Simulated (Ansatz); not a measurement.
Geometry optimisation, RHF/def2-SVP (Ansatz 0.2.0).

The input (input.yaml):

```yaml
crystal:
  periodic: [false, false, false]
  atoms:
    - { symbol: Sn, position_ang: [0.0, 0.0, 0.0] }
    - { symbol: O, position_ang: [0.0, 0.0, 1.96] }
    - { symbol: H, position_ang: [-0.9095, -0.2814, 2.2971] }
    - { symbol: O, position_ang: [1.8483, 0.0, -0.6527] }
    - { symbol: H, position_ang: [2.1646, -0.9521, -0.7693] }
    - { symbol: H, position_ang: [-0.8195, 1.4198, -0.5794] }
    - { symbol: O, position_ang: [-0.9232, -1.5994, -0.6527] }
    - { symbol: H, position_ang: [-1.3778, -2.065, 0.1197] }
basis:
  gaussian: { orbitals: def2-SVP }
hamiltonian:
  xc: hf
relax:
  f_tol: 0.02
  max_steps: 40
output:
  orbitals: {}
```

Run as:

```bash
$ ansatz run input.yaml --threads 1 --pin off --max-ram 2048MiB --backend cpu --events-out ev --progress --plain --runs-dir out
```

Question: Where does it end, and by what steps?

Answer: It converged. After 20 steps the energy has fallen by 0.556 eV; H8 moved furthest, 0.87 Å.

| step | energy less start (eV) | largest force component (eV/Å) | accepted |
| --- | --- | --- | --- |
| 0 | 0.0000 | 3.288 | yes |
| 1 | -0.3654 | 2.047 | yes |
| 2 | -0.4341 | 1.566 | yes |
| 3 | -0.4945 | 0.213 | yes |
| 4 | -0.4952 | 0.406 | yes |
| 5 | -0.5052 | 0.259 | yes |
| 6 | -0.5085 | 0.174 | yes |
| 7 | -0.5093 | 0.448 | yes |
| 8 | -0.4718 | 1.180 | no |
| 9 | -0.5197 | 0.258 | yes |
| 10 | -0.5099 | 0.741 | no |
| 11 | -0.5244 | 0.172 | yes |
| 12 | -0.5302 | 0.123 | yes |
| 13 | -0.5381 | 0.095 | yes |
| 14 | -0.5452 | 0.189 | yes |
| 15 | -0.5474 | 0.158 | yes |
| 16 | -0.5542 | 0.070 | yes |
| 17 | -0.5370 | 0.811 | no |
| 18 | -0.5553 | 0.039 | yes |
| 19 | -0.5560 | 0.067 | yes |
| 20 | -0.5563 | 0.014 | yes |

```xyz
8
Properties=species:S:1:pos:R:3
Sn -0.193 0.037 -0.036
O 0.036 0.255 1.890
H -0.433 -0.339 2.457
O 1.543 -0.504 -0.743
H 2.247 -0.629 -0.124
H -0.769 1.439 -0.774
O -1.404 -1.471 -0.290
H -1.045 -2.265 -0.658
```

Whether the end is a true minimum wasn't checked by a vibrational analysis.

The run took 52 s on 1 thread of Arm Neoverse V1, with other jobs on the host, peak memory 0.17 GiB.
